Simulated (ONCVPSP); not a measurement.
# Te: one change to an ONCV potential, before and after

Te (Z = 52), optimised norm-conserving Vanderbilt (ONCV), made with ONCVPSP 4.0.1 (LDA (Perdew-Wang 92), fully relativistic). Core [Kr] 4d10, reference 5s2 5p3 (charge +1). Waves: 5s: rc 1.90 bohr, ncon 4, nbas 7, qcut 3.3 1/bohr, 2 projectors, debl 0.8 Ha; 5p: rc 2.20 bohr, ncon 4, nbas 8, qcut 3.5 1/bohr, 1 projector; d scattering state at 0.14 Ha: rc 2.05 bohr, ncon 3, nbas 7, qcut 4.9 1/bohr, 2 projectors, debl 1.6 Ha. Local part: polynomial inside 1.35 bohr (lpopt 3, dvloc0 4 Ha). Core correction: Teter function, fcfact 5.5, rcfact 1.05.

Open shells are filled in proportion to 2j + 1.

In the s channel the program set the typed energies aside and used -0.872, 0.250 Ha.

All-electron outer shells of the reference configuration (LDA (PZ), scalar-relativistic, ld1.x):

```json
{"shell": "4p", "level (eV)": "-123.27", "outermost node (bohr)": "0.38", "outermost maximum (bohr)": "0.74"}
{"shell": "4d", "level (eV)": "-50.75", "outermost node (bohr)": "0.36", "outermost maximum (bohr)": "0.81"}
{"shell": "5s", "level (eV)": "-23.74", "outermost node (bohr)": "0.91", "outermost maximum (bohr)": "1.77"}
{"shell": "5p", "level (eV)": "-13.90", "outermost node (bohr)": "1.00", "outermost maximum (bohr)": "2.09"}
```

Change: core correction Teter function, fcfact 5.5, rcfact 1.72.

Cutoffs: the cutoffs (Ha) at which the residual kinetic energy of the hardest occupied pseudo-wave falls to 1 and 0.1 mHa per electron; they do not see the model core or the augmentation charge, which bear on the density cutoff. Errors are all-electron minus pseudo energies relative to the spin-unpolarised reference configuration.

Task: Predict the effect on cutoff, ghosts and configuration errors.

Result: The potential gets neither clearly harder nor softer (23 Ha and 37 Ha → 23 Ha and 37 Ha); both files keep a bound ghost (d); of the 4 tests that both files solve, the error grows in 4 and shrinks in 0 by more than 15 % and 0.3 meV (median size 10.9 → 77.0 meV). A model core, the more so a compact one, raises the density cutoff, which this test does not measure.

```tsv
quantity	base	changed
cutoff, loose	23 Ha	23 Ha
cutoff, tight	37 Ha	37 Ha
bound ghosts	d5/2, d3/2	d5/2, d3/2
GHOST(+) flags under 300 eV	s at 69.6 eV	s at 69.6 eV
error for 5s2 5p4, meV [ΔE -9.93 eV]	+6.2	-38
error for 5s2 5p2, meV [ΔE 18.19 eV]	+8.7	-73
error for 5s2 5p1, meV [ΔE 45.45 eV]	+35	-376
error for 5s0 5p6, meV [ΔE 8.91 eV]	+13	-81
s: phases at 1.93 bohr within 0.05 rad from the reference energy up to (Ha; the scan ends near 5)	2.2	2.2
p3/2: phases at 2.23 bohr within 0.05 rad from the reference energy up to (Ha; the scan ends near 5)	0.7	0.7
p1/2: phases at 2.23 bohr within 0.05 rad from the reference energy up to (Ha; the scan ends near 5)	0.7	0.7
d5/2: phases at 2.09 bohr within 0.05 rad from the reference energy up to (Ha; the scan ends near 5)	4.3	4.3
d3/2: phases at 2.09 bohr within 0.05 rad from the reference energy up to (Ha; the scan ends near 5)	4.2	4.2
rms error of d²Exc/dni dnj with the model core, mHa	8.74	1.79
```

Base: The cutoffs count occupied waves only; projector 2 of the d channel, the hardest unoccupied one, needs 60 Ha at the loose tolerance. Changed file: The cutoffs count occupied waves only; projector 2 of the d channel, the hardest unoccupied one, needs 60 Ha at the loose tolerance. A true bound ghost makes a file unfit for plane-wave use even where its test errors are small: the radial tests pick states by their node count and pass the ghost by.
